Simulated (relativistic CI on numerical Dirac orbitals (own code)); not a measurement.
Computed by Dirac-Coulomb-Breit CI, separate exchange-only KLI orbitals for each configuration, model QED, unscaled Slater integrals (own radial code, finite nucleus).

Configurations in the expansion (outside the closed core [Ar]): 3d¹⁰4s, 3d¹⁰4p, 3d¹⁰4d, 3d¹⁰4f, 3d¹⁰5s, 3d¹⁰5p, 3d¹⁰5d, 3d¹⁰5f, 3d¹⁰5g, 3d¹⁰6s, 3d¹⁰6p, 3d⁹4s², 3d¹⁰6d, 3d¹⁰6f, 3d¹⁰7s, 3d⁹4s4p, 3d¹⁰8s, 3d⁹4s4d, 3d⁹4s4f, 3d⁹4s5s, 3d⁹4s5p, 3d⁹4s5d, 3d⁹4s5f. Double excitations out of closed p, d and f shells are left out; levels of such configurations are missing from the list, as are those of other unlisted configurations, and high levels can miss mixing partners.

At this charge energies of transitions that change n are usually good to better than 1 %, and those within a shell (Δn = 0) to a few per cent.

Outline of the computed level scheme of In XXI. Lowest level of each configuration: 3d¹⁰4s ²S1/2 at 0.000 eV; 3d¹⁰4p ²P°1/2 at 42.729 eV; 3d¹⁰4d ²D3/2 at 123.189 eV; 3d¹⁰4f ²F°5/2 at 198.340 eV; 3d¹⁰5s ²S1/2 at 251.900 eV; 3d¹⁰5p ²P°1/2 at 271.530 eV; 3d¹⁰5d ²D3/2 at 307.839 eV; 3d¹⁰5f ²F°5/2 at 340.577 eV; 3d¹⁰5g ²G7/2 at 351.207 eV.

Some strong electric-dipole decays among the lowest 16 levels: 3d¹⁰5g ²G9/2 → 3d¹⁰4f ²F°7/2 (9.4e+11 s⁻¹); 3d¹⁰5g ²G7/2 → 3d¹⁰4f ²F°5/2 (9.1e+11 s⁻¹); 3d¹⁰5s ²S1/2 → 3d¹⁰4p ²P°3/2 (4.0e+11 s⁻¹); 3d¹⁰5f ²F°7/2 → 3d¹⁰4d ²D5/2 (3.2e+11 s⁻¹); 3d¹⁰5f ²F°5/2 → 3d¹⁰4d ²D3/2 (2.9e+11 s⁻¹); 3d¹⁰5p ²P°1/2 → 3d¹⁰4d ²D3/2 (2.2e+11 s⁻¹); 3d¹⁰5p ²P°1/2 → 3d¹⁰4s ²S1/2 (2.0e+11 s⁻¹); 3d¹⁰5s ²S1/2 → 3d¹⁰4p ²P°1/2 (1.8e+11 s⁻¹).

LS names give the leading component of a level, which can be under half, so a name can repeat, a term be missing and a line seem to break the LS rules.
